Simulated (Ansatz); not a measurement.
`[CH3][SbH][SeH]` + H₂O → `[CH3][SbH][OH]` + H₂Se  (formal hydrolysis of the Sb–Se bond)

Calculated with Ansatz (gas phase, PBE0-D4/def2-TZVP geometries, no zero-point term in ΔE). CBS: MP2 limit from def2 TZ/QZ plus the TZ coupled-cluster correction, frozen cores. This one scheme is used for every species. DFT in def2-TZVPP. HSE06 is defined as in plane-wave codes. def2 core potentials past Kr. For Sb, Se outer-core shells are correlated without core-valence functions, which leaves a few kJ/mol of doubt a bond. Scalar relativity is left out up to krypton. Each species was taken in one conformer, which may not be the lowest.

| level | ΔE (kcal/mol) | difference from CCSD(T)/CBS |
| --- | --- | --- |
| B97M-V | 12.2 | -4.6 |
| PBE0-D4 | 17.8 | 1.0 |
| r2SCAN0-D4 | 17.1 | 0.3 |
| BHLYP-D4 | 17.0 | 0.2 |
| ωB97X-V | 14.1 | -2.7 |
| PBE | 15.6 | -1.2 |
| BLYP | 13.2 | -3.6 |
| HSE06 | 17.2 | 0.4 |
| LC-ωPBE | 14.2 | -2.6 |
| RPA@PBE/def2-TZVPP | 13.3 | -3.5 |
| MP2/def2-SVP | 17.1 | 0.3 |
| CCSD(T)/def2-SVP | 16.1 | -0.7 |
| CCSD/def2-TZVPP | 15.1 | -1.7 |
| CCSD(T)/def2-TZVPP | 15.2 | -1.6 |
| HF/CBS(def2) | 14.6 | -2.2 |
| CCSD/CBS(def2) | 16.7 | -0.1 |
| CCSD(T)/CBS | 16.8 | 0 |

Problem. What do rigid-rotor, harmonic-oscillator terms from PBE0-D4/def2-TZVP frequencies (298.15 K, 1 bar) make of the CCSD(T)/CBS value? (Best estimate.)

Solution. Ansatz gave: ΔZPE = -1.7 kcal/mol, ΔH = +14.7 kcal/mol, ΔS = 1 J/(mol·K), ΔG = +14.6 kcal/mol.

Largest T1 diagnostic among the species: 0.013.

From r2SCAN to r2SCAN0 (25 % exact exchange), in def2-TZVPP and without D4, ΔE moves by +1.7 kcal/mol. The D4 term adds +1.4 kcal/mol with B3LYP and +0.8 kcal/mol with PBE0; it sums over pairs of atoms, weighted by their polarisabilities, and B3LYP, whose exchange is more repulsive, gets the larger term. Leaving LDA and LC-ωPBE aside and taking each functional with its dispersion term where it has one, the values, not all of them listed here, spread over 5.7 kcal/mol, from B97M-V to HSE06-D4.

CCSD(T)/CBS has its own doubt, a few kJ/mol and more with outer-core shells, so smaller differences from it don't rank the levels.

B3LYP here is the variant with VWN-RPA as its local correlation; programs differ in this.
